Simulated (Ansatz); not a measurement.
A run on CH4Cl2Si, SMILES `[SiH3]C(Cl)Cl` with other settings.

```yaml
crystal:
  periodic: [false, false, false]
  atoms:
    - {symbol: Si, position_ang: [-0.089020, 0.805996, -0.101182]}
    - {symbol: C, position_ang: [0.119891, -0.743586, 0.299671]}
    - {symbol: Cl, position_ang: [0.861259, -1.200944, 1.713528]}
    - {symbol: Cl, position_ang: [0.992405, -1.584205, -0.997541]}
    - {symbol: H, position_ang: [-0.898139, 1.148874, -1.516451]}
    - {symbol: H, position_ang: [-0.883715, 1.439412, 0.771693]}
    - {symbol: H, position_ang: [1.204722, 1.396164, -0.176090]}
    - {symbol: H, position_ang: [-0.888758, -1.451256, 0.283507]}
basis:
  gaussian: {orbitals: def2-TZVP}
hamiltonian: {xc: {name: revPBE}, dispersion: d3bj}
scf: {lower_state_search: off}
output: {forces: true}
```

```sh
$ ansatz run in.yaml --threads 2 --pin off --events-out ev --progress --plain --max-ram 4352MiB
```

Output, abridged:

```
Functional definition: revPBE
1120 factors; their error is unknown
mean field evaluation 1: about -34011.0394 eV, gradient 5.2e1 eV
mean field evaluation 2: about -33994.6917 eV, gradient 9.2e1 eV
mean field evaluation 4: about -34017.3318 eV, gradient 3.1e0 eV
mean field evaluation 8: about -34017.3565 eV, gradient 9.4e-2 eV
mean field evaluation 16: about -34017.3421 eV, gradient 1.4e-4 eV
mean field -34017.34207988 eV, -1250.1142636531 hartree, gradient 3.3e-6 eV, S^2 0.000000; 0 other end points of the search recorded, 0 dependent functions left out
reference -34017.34212942 eV, -1250.1142654734 hartree; 29, 29 occupied and 137, 137 virtual orbitals, 1120 factors
Total energy: -34017.89534907 eV, -1250.1345959207 hartree
Atom 0 at    -0.089020     0.805996    -0.101182 Å, force    -1.221279     7.593605    -5.973181 eV/Å
Atom 1 at     0.119891    -0.743586     0.299671 Å, force    -2.977590   -10.760836     0.021551 eV/Å
Atom 2 at     0.861259    -1.200944     1.713528 Å, force     1.475649    -0.129187     3.566409 eV/Å
Atom 3 at     0.992405    -1.584205    -0.997541 Å, force     0.862404    -0.446423    -1.797154 eV/Å
Atom 4 at    -0.898139     1.148874    -1.516451 Å, force     1.037628    -0.801503     1.471814 eV/Å
Atom 5 at    -0.883715     1.439412     0.771693 Å, force    -2.080706     1.736486     2.752116 eV/Å
Atom 6 at     1.204722     1.396164    -0.176090 Å, force     1.253382     0.703940    -0.065806 eV/Å
Atom 7 at    -0.888758    -1.451256     0.283507 Å, force     1.650512     2.103918     0.024250 eV/Å
Dipole moment:    -0.189289    -0.029439     0.113865 e Å
Checks for a lower state left out: stability, starts, cluster_reference, orbital_swaps, neighbouring_geometries, increment
```

It took 1.1 s on 2 threads of an Intel Xeon 6975P-C on a shared host, with 0.4 GiB of host memory at the peak.
